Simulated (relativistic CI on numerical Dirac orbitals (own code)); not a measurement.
# How well does a small relativistic CI reproduce Ge I?

Computed by Dirac-Coulomb-Breit CI, orbitals from a KLI potential per configuration, model QED (radiative potential, 1s self-energy scaled to tabulated hydrogen-like ionisation energies), valence Slater integrals scaled by 0.85, configuration energies shifted to the measured levels that pair with them (semi-empirical) (own radial code, finite nucleus).

Configuration list (outside the closed core [Ar] 3d10): 4s²4p², 4s²4p5s, 4s4p³, 4s²4p5p, 4s²4p4d, 4s²4p6s, 4s²4p6p, 4s²4p5d, 4s²4p4f, 4s²4p6d, 4s²4p5f, 4s²4p5g, 4s²4d², 4s²4p6f, 4p⁴. Levels of other configurations are missing.

| Configuration | Term (tabulated) | J | Measured (cm⁻¹) | Computed | Error | Purity (%) |
| --- | --- | --- | --- | --- | --- | --- |
| 4s²4p² | 3P | 0 | 0.0 | 0 | 0 | 98 |
| 4s²4p² | 3P | 1 | 557.1 | 519 | -38 | 99 |
| 4s²4p² | 3P | 2 | 1410.0 | 1310 | -100 | 98 |
| 4s²4p² | 1D | 2 | 7125.3 | 8040 | 914 | 98 |
| 4s²4p² | 1S | 0 | 16367.3 | 13645 | -2722 | 94 |
| 4s²4p5s | 3P° | 0 | 37451.7 | 37434 | -18 | 100 |
| 4s²4p5s | 3P° | 1 | 37702.3 | 37712 | 9 | 89 |
| 4s²4p5s | 3P° | 2 | 39117.9 | 39109 | -9 | 100 |
| 4s²4p5s | 1P° | 1 | 40020.6 | 40247 | 226 | 86 |
| 4s4p³ | 5S° | 2 | 41926.7 | 41927 | 0 | 100 |
| 4s²4p5p | 3D | 2 | 46834.4 | 46935 | 101 | 80 |
| 4s²4p5p | 3P | 0 | 47502.6 | 47467 | -35 | 93 |
| 4s²4p5p | 3D | 3 | 48104.1 | 48247 | 143 | 100 |
| 4s²4p4d | 1D° | 2 | 48480.0 | 48646 | 166 | 64 |
| 4s²4p5p | 3P | 2 | 48726.1 | 48726 | 0 | 79 |
| 4s²4p4d | 3D° | 1 | 48962.8 | 49012 | 49 | 82 |
| 4s²4p5p | 3S | 1 | 49075.9 | 49021 | -55 | 73 |
| 4s²4p5p | 1D | 2 | 49649.6 | 49605 | -45 | 85 |
| 4s²4p4d | 3F° | 4 | 50786.8 | 50729 | -57 | 99 |
| 4s²4p5p | 1S | 0 | 51011.4 | 50958 | -54 | 87 |
| 4s²4p4d | 3P° | 2 | 51437.8 | 51189 | -249 | 83 |
| 4s²4p4d | 3P° | 1 | 51705.0 | 51458 | -247 | 87 |
| 4s²4p4d | 3P° | 0 | 51978.2 | 51673 | -306 | 97 |
| 4s²4p4d | 1F° | 3 | 52592.2 | 52670 | 78 | 87 |

Measured levels from NIST Handbook of Basic Atomic Spectroscopic Data (Sansonetti and Martin, J. Phys. Chem. Ref. Data 34, 1559 (2005)); pairs were made by configuration, J and term (by order where the table uses no LS term), so strongly mixed levels may be paired wrongly.

Mean error by configuration (cm⁻¹): 4s²4p² -487; 4s²4p5s 52; 4s4p³ 0; 4s²4p5p 8; 4s²4p4d -81. Over the excited levels the mean absolute error is 244 cm⁻¹ (23 of the 31 excited levels that our extract of the source holds in range could be paired, and the others can miss by more), and the median relative error of those above 1,000 cm⁻¹ is 0.13 %, both after the shifts were fitted to these levels, so that a configuration with one level shows no error.

Transition probabilities of persistent lines. The last column rescales the computed rate by the cube of measured over computed energy:

```
λ measured (Å)       Lower         Upper  A tabulated (s⁻¹)  A computed  A rescaled
1988.27 vacuum  4s²4p² ³P2  4s²4p4d ³P°1           4.10e+07    4.76e+07    4.80e+07
1998.89 vacuum  4s²4p² ³P2  4s²4p4d ³P°2           1.24e+08    1.10e+08    1.11e+08
   2041.71 air  4s²4p² ³P0  4s²4p4d ³D°1           1.51e+08    1.53e+08    1.53e+08
   2592.53 air  4s²4p² ³P1  4s²4p5s ³P°2           6.00e+07    5.98e+07    5.97e+07
   2651.17 air  4s²4p² ³P2  4s²4p5s ³P°2           1.60e+08    1.72e+08    1.70e+08
   2651.57 air  4s²4p² ³P0  4s²4p5s ³P°1           6.90e+07    7.02e+07    7.01e+07
   2691.34 air  4s²4p² ³P1  4s²4p5s ³P°1           4.70e+07    5.00e+07    4.98e+07
   2709.62 air  4s²4p² ³P1  4s²4p5s ³P°0           2.08e+08    2.23e+08    2.22e+08
   2754.59 air  4s²4p² ³P2  4s²4p5s ³P°1           7.90e+07    9.01e+07    8.93e+07
   3039.07 air  4s²4p² ¹D2  4s²4p5s ¹P°1           2.04e+08    2.27e+08    2.42e+08
   3269.49 air  4s²4p² ¹D2  4s²4p5s ³P°1           1.70e+07    1.92e+07    2.10e+07
```

Configurations whose levels could be paired with our table of measured levels were shifted onto them, all but the ground configuration, by the median error of their levels; single terms can still be off by 1,000 to 2,000 cm⁻¹ or more, and rates follow the energies as ν³ (E1, M1) or ν⁵ (E2). The others borrow a shift and can be off by several thousand cm⁻¹ or more. The fine structure of a lone outer electron comes out too small, for d and f at times inverted, and misplaced configurations move strength between like terms. 23 of the 31 excited levels that our extract of the measured tables holds in this range could be paired (the sources list more); they are missed by 244 cm⁻¹ on average and 2722 at most, after the shifts were fitted to these levels, and levels without a partner can miss by more.

Shifts applied (cm⁻¹): 4s²4p² 0; 4s²4p5s -2456; 4s4p³ 4674; 4s²4p5p -2025; 4s²4p4d -2421.
